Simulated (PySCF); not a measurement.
Gas-phase reaction: 2 GaHCl₂ + H₂ ⇌ 2 GaH₂Cl + 2 Cl

Method: PySCF energies plus ideal-gas RRHO corrections (1 bar). † marks an energy on the PBE0/def2-TZVP geometry and frequencies; other levels use their own. MP2 and CCSD(T) freeze the core. Open shells (unrestricted): Cl (multiplicity 2, electronic degeneracy 6); the rest are closed-shell singlets. Spin-orbit splitting is ignored; it lowers the true energy and changes the entropy of Cl. Ga: all electrons, no relativistic terms. GaHCl₂, GaH₂Cl: computed as isolated molecules; such fragments, hydroxides, amides, oligomers or adducts are transient or little studied in the gas. MP2 isn't extrapolated to the basis-set limit; its ΔH°(298 K) is 620.2 kJ in def2-SVP and 660.7 kJ in def2-TZVPP. CCSD(T) isn't extrapolated to the basis-set limit; its ΔH°(298 K) is 590.2 kJ in def2-SVP and 619.9 kJ in def2-TZVPP. The harmonic model lacks anharmonicity and excited electronic states, which grow with temperature; levels with a mode under 35 cm⁻¹ are left out.

```tsv
level	ΔE electronic, kJ	ΔH°(298 K), kJ	ΔS°(298 K), J/K	ΔG°(1600 K), kJ
CCSD(T)/def2-SVP†	591	590	135	380
MP2/def2-TZVPP†	662	661	135	451
PBE0/def2-QZVP†	631	630	135	420
PBE0/def2-TZVP	634	633	135	423
ωB97M-V/def2-TZVP†	641	640	135	430
```
ΔH° is lowest at CCSD(T)/def2-SVP† and highest at MP2/def2-TZVPP†. No reference value is set beside these.
